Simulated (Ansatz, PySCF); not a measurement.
Dimer: CH3F (SMILES CF) (first 5 atoms) with H2 (SMILES [H][H]); geometry from B3LYP-D3(BJ)/def2-TZVP, rigid monomers moved along the line of their centres of mass till F2···H6 is 2.92 Å.
(charge 0, multiplicity 1):
```xyz
7

C     -0.44483    -0.67094    -0.35147
F     -0.20249     0.62267     0.09831
H      0.10372    -0.82652    -1.28112
H     -0.10544    -1.37532     0.40876
H     -1.51572    -0.78802    -0.52143
H      0.29035     0.28978     2.95907
H      0.38070    -0.03644     3.62256
```

Interaction energies are E(AB) − E(A) − E(B) at the monomers' geometry in the complex; basis-set methods are counterpoise corrected.

Cores are frozen in the correlated methods. CBS: X⁻³ extrapolation of the correlation energy, Hartree–Fock from the larger set.

Programs: Ansatz (Gaussian basis) for Hartree–Fock, density functionals and correlated methods; PySCF for the dispersion terms. Values without a source in brackets are computed.

PBE/def2-TZVPPD gives -0.45 kcal/mol for the interaction energy.

**Question.** How do the other levels lie against it? Give each less PBE: PBE-D3(BJ)/def2-TZVPPD, r2SCAN/def2-TZVPPD, PBE0/def2-TZVPPD, wB97M-V/def2-TZVPPD, MP2/CBS(aug-cc-pVDZ, aug-cc-pVTZ), CCSD(T)/CBS(aug-cc-pVDZ, aug-cc-pVTZ).

**Answer.** PBE-D3(BJ)/def2-TZVPPD -0.20; r2SCAN/def2-TZVPPD 0.14; PBE0/def2-TZVPPD 0.06; wB97M-V/def2-TZVPPD -0.02; MP2/CBS(aug-cc-pVDZ, aug-cc-pVTZ) -0.04; CCSD(T)/CBS(aug-cc-pVDZ, aug-cc-pVTZ) -0.08 kcal/mol. 2 of 6 lie above PBE; the widest gap is to PBE-D3(BJ)/def2-TZVPPD.

Ansatz is a program for electronic structure.
